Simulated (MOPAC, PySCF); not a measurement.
C5H5NS, SMILES `c1cnccc1S` (H–S–C–C torsion 0°), neutral singlet in the gas phase. 

Cartesian coordinates (Å):
```xyz
12

S      2.4130    -1.1227     0.0007
C      0.7949    -0.4105    -0.0021
C      0.5460     0.9751     0.0753
C     -0.7842     1.4196     0.0647
N     -1.8518     0.6097    -0.0150
C     -1.6031    -0.7084    -0.0885
C     -0.3196    -1.2716    -0.0863
H      3.0941     0.0532     0.0930
H      1.3716     1.7000     0.1430
H     -0.9915     2.5036     0.1250
H     -2.4842    -1.3722    -0.1542
H     -0.1900    -2.3627    -0.1493
```
Charge 0, spin multiplicity 1.

All levels are single points at this geometry (PBE-D3(BJ)/def2-SVP); Pople sets use spherical d functions. Orbital energies aren't observables, and empty levels follow the basis.

| level | HOMO (eV) | LUMO (eV) | gap (eV) | dipole (D) | vertical IE, Delta-SCF (eV) |
|---|---|---|---|---|---|
| PBE-D3(BJ)/def2-TZVP in PySCF | -5.95 | -1.86 | 4.09 | 2.02 | – |
| B3LYP/3-21G in PySCF | -6.68 | -0.68 | 6.00 | 1.87 | – |
| BP86/6-31G* in PySCF | -5.82 | -1.59 | 4.23 | 1.90 | – |
| M06-2X/6-31G* in PySCF | -7.93 | 0.22 | 8.15 | 1.84 | – |
| SVWN5/6-31G* in PySCF | -5.76 | -1.68 | 4.08 | 1.98 | – |
| HF/3-21G in PySCF | -9.34 | 3.12 | 12.46 | 1.79 | – |
| HF/STO-3G in PySCF | -6.86 | 6.68 | 13.54 | 2.19 | – |
| AM1 in MOPAC | -9.03 | -0.10 | 8.93 | 1.67 | – |
| PM3 in MOPAC | -9.24 | -0.41 | 8.84 | 1.61 | – |
